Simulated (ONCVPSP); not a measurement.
Plane-wave convergence, ONCV potential for Nd

- Element: Nd
- Generator: ONCVPSP 4.0.1
- Type: optimised norm-conserving Vanderbilt (ONCV)
- Functional: LDA (Perdew-Zunger)
- Relativity: scalar-relativistic
- Frozen core: [Kr] 4d10 4f3
- Valence charge: 11
- Reference configuration: 5s2 5p6 5d1 6s2
- Partial waves: 5s+6s: rc 2.55 bohr, ncon 4, nbas 7, qcut 5.4 1/bohr, 2 projectors; 5p: rc 2.20 bohr, ncon 4, nbas 7, qcut 7.3 1/bohr, 3 projectors, debl 0.3 Ha; 5d: rc 3.75 bohr, ncon 4, nbas 8, qcut 4 1/bohr, 1 projector
- Local potential: polynomial inside 2.05 bohr (lpopt 3, dvloc0 -1 Ha)
- Core correction: polynomial model core, fcfact 0.75

In the p channel the program set the typed energies aside and used -0.910, 0.250, 0.550 Ha.

**Question.** For each optimised wave give the share of its norm inside rc, the residual kinetic energy above qcut (Ha) and the cutoffs (Ha) for errors of 10, 1, 0.1 and 0.01 mHa per electron.

**Answer.**

| wave | norm inside rc | residual KE | 10 mHa | 1 mHa | 0.1 mHa | 0.01 mHa |
| --- | --- | --- | --- | --- | --- | --- |
| 5s | 0.975 | 1.6e-07 | 5.5 | 8.5 | 10.5 | 12.1 |
| 6s | 0.100 | 4.7e-07 | 2.8 | 8.2 | 10.6 | 12.6 |
| 5p | 0.825 | 6.4e-08 | 9.5 | 14.4 | 18.1 | 20.8 |
| p projector 2 | 0.121 | 3.3e-08 | 7.2 | 14.1 | 18.2 | 21.2 |
| p projector 3 | 0.065 | 2.4e-08 | 4.5 | 13.4 | 17.7 | 21.0 |
| 5d | 0.792 | 7.0e-07 | 4.0 | 5.3 | 6.3 | 7.1 |

The occupied waves need 14 Ha and 18 Ha for 1 and 0.1 mHa.
